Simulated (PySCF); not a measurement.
C4H2F2, SMILES C#C/C(F)=C\F.

Coordinates come from a PBE0-D3(BJ)/def2-SVP optimisation. The structure was generated by enumeration; whether it is a known compound was not checked.

Calculation: HF/def2-TZVP (PySCF).

The molecule is in vacuum.

The total energy comes out as -351.54200 hartree and the point group is Cs. The highest occupied level is -9.71 eV. The lowest empty level is 2.57 eV and the orbital gap is 12.28 eV. The dipole moment comes out as 0.38 D and the quadrupole, principal values (traceless, Buckingham form, about the centre of nuclear charge) is -10.18, -3.90, 14.09 D·Å. The mean static polarisability comes out as 46.7 bohr³ (6.92 Å³). The polarisability, principal values comes out as 27.7, 38.3, 74.1 bohr³.
